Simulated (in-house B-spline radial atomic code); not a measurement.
Cs⁸⁺: [Kr] 4d10 (7d5/2)1 (an excited or competing configuration)

All numbers are computed (Dirac-Hartree-Fock, average of the jj configuration; Fermi nucleus of rms radius 4.8041 fm) with a B-spline radial code for spherical atoms, not measured.

Z_r = [3n² - l(l+1)]/(2<r>); Z_e = n√(-2ε); the last column is Slater's effective charge. Values are occupation-weighted means over j. An effective charge above Z reflects the relativistic contraction of the inner shells.

| shell | electrons | ε (eV) | <r> (bohr) | Z_r | Z_e | Slater |
| --- | --- | --- | --- | --- | --- | --- |
| 1s | 2 | -36313 | 0.0261 | 57.46 | 51.66 | 54.70 |
| 2s | 2 | -5901 | 0.1115 | 53.79 | 41.65 | 50.85 |
| 2p | 6 | -5308.1 | 0.09802 | 51.01 | 39.50 | 50.85 |
| 3s | 2 | -1366.1 | 0.2972 | 45.42 | 30.06 | 43.75 |
| 3p | 6 | -1169.7 | 0.2953 | 42.33 | 27.82 | 43.75 |
| 3d | 10 | -877.39 | 0.2725 | 38.54 | 24.09 | 33.85 |
| 4s | 2 | -370.78 | 0.6932 | 34.62 | 20.88 | 27.25 |
| 4p | 6 | -305.01 | 0.7332 | 31.37 | 18.94 | 27.25 |
| 4d | 10 | -204.85 | 0.8132 | 25.82 | 15.52 | 15.85 |
| 7d | 1 | -33.423 | 5.216 | 13.52 | 10.97 | 9.00 |

The least bound orbital is 7d5/2 at -33.42 eV, and it is also the most diffuse (<r> = 5.216 bohr).

For the 1s electron the small component carries 4.12 % of the norm, the zero-frequency Breit interaction raises the level by 92.12 eV, self-energy by 53.23 eV, and vacuum polarisation lowers it by 7.574 eV.

The density falls to 0.001 bohr⁻³ at 3.203 bohr; Σ<r²> = 44.589 bohr² gives, by the non-relativistic formula and without the paramagnetism of open shells, a Langevin diamagnetic susceptibility of -35.31×10⁻⁶ cm³/mol.
